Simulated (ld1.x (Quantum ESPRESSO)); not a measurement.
nitrogen: one change to a TM potential, before and after

N (Z = 7), norm-conserving Troullier–Martins (Kleinman–Bylander form), made with ld1.x (Quantum ESPRESSO) 7.5 (PBEsol, scalar-relativistic). Core [He], reference 2s2 2p2 (charge +1). Waves: 2p (bound): rc 1.10 bohr; 3d channel at 0.4 Ry: rc 1.10 bohr; 2s (bound): rc 1.05 bohr. Local part: the s channel. Core correction: none.

Change: all radii scaled by about 1.16 (s 1.22, p 1.28, d 1.28 bohr).

Cutoffs: the cutoffs (Ry, on a coarse ladder) from which the occupation-weighted sum of valence levels, in a spherical-Bessel basis at the reference potential, stays within 10 and 1 mRy of its value at 400 Ry; they do not see the model core or the augmentation charge, which bear on the density cutoff. Errors are all-electron minus pseudo energies relative to the spin-unpolarised reference configuration.

How do hardness, ghosts and transferability respond?

The potential gets softer (90 Ry and 140 Ry → 70 Ry and 100 Ry); of the 7 tests that both files solve, the error grows in 7 and shrinks in 0 by more than 15 % and 0.3 meV (median size 27.6 → 53.3 meV); neither file shows a bound ghost. A larger radius leaves more room for a smooth pseudo-wave, so fewer plane waves are needed. More of the atom is replaced by a form fitted at one configuration, so other configurations suffer.

```csv
quantity,base,changed
"cutoff, loose",90 Ry,70 Ry
"cutoff, tight",140 Ry,100 Ry
loose cutoff by channel (10 mRy a level),"p 70 Ry, s 45 Ry","p 55 Ry, s 35 Ry"
bound ghosts,none,none
"error for 2s2 2p3, meV [ΔE -13.52 eV]",+5.7,+12
"error for 2s2 2p1, meV [ΔE 28.74 eV]",+28,+48
"error for 2s2 2p0, meV [ΔE 75.62 eV]",+236,+348
"error for 2s0 2p5, meV [ΔE 9.37 eV]",+58,+118
"error for 2s1 2p4, meV [ΔE -2.09 eV]",+25,+53
"error for 2s2 2p2.5, meV [ΔE -8.46 eV]",+2.4,+4.7
"error for 2s1 2p0, meV [ΔE 153.14 eV]",+502,+619
```
